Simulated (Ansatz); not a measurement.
Program: Ansatz 0.2.0.

A structure relaxed at PBE0-D4/def2-TZVP, charge 0, multiplicity 1:

```csv
atom,x (Å),y (Å),z (Å)
O1,0.6513,-1.0895,1.5184
B2,0.6184,0.2648,1.3769
N3,0.1699,0.8805,0.1834
C4,-0.1801,0.1782,-1.0031
O5,-1.2141,-0.7547,-0.7054
H6,0.1394,-1.5273,0.8281
H7,0.9895,0.9494,2.2862
H8,0.0167,1.8725,0.1645
H9,0.6876,-0.3705,-1.3977
H10,-0.5100,0.8920,-1.7658
H11,-1.3685,-1.2955,-1.4856
```

(1) Give its formula and SMILES.

(2) Summarise the bond lengths by kind.

## Answers

(1) CH6BNO2, `OBNCO`.

(2) 1 × B–O 1.362 Å; 2 × H–O 0.962 to 0.965 Å; 1 × B–N 1.416 Å; 1 × B–H 1.197 Å; 1 × C–N 1.423 Å; 1 × H–N 1.004 Å; 1 × C–O 1.424 Å; 2 × C–H 1.095 to 1.100 Å.
